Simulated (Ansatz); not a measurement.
Spectroscopic constants of GeCl, multiplicity 2 (the spin of the measured ground state). No spin–orbit coupling. Ge is treated without relativity.

D_e counts from the fitted minimum to each atom's lowest state at the same level, without counterpoise.

Correlated levels freeze the inner cores; with def2 sets outer-core shells near the valence are correlated too.

The values were computed with Ansatz (a quantum-chemistry and plane-wave program) with Gaussian orbitals. 

```json
[
 {"level": "SVWN5/def2-TZVPP", "bond energy D_e (kJ/mol)": "(withheld)"},
 {"level": "r2SCAN/def2-TZVPP", "bond energy D_e (kJ/mol)": "408.5"},
 {"level": "B97M-V/def2-TZVPP", "bond energy D_e (kJ/mol)": "416.5"},
 {"level": "B3LYP/def2-TZVPP", "bond energy D_e (kJ/mol)": "392.7"},
 {"level": "PBE0/def2-TZVPP", "bond energy D_e (kJ/mol)": "399.9"},
 {"level": "wB97X-V/def2-TZVPP", "bond energy D_e (kJ/mol)": "405.0"},
 {"level": "CCSD/def2-QZVPP", "bond energy D_e (kJ/mol)": "376.3"},
 {"level": "CCSD(T)/def2-TZVPP", "bond energy D_e (kJ/mol)": "377.4"},
 {"level": "CCSD(T)/def2-QZVPP", "bond energy D_e (kJ/mol)": "391.6"}
]
```

### Question
What belongs in the gaps?

### Answer

- SVWN5/def2-TZVPP, bond energy D_e (kJ/mol): 479.5
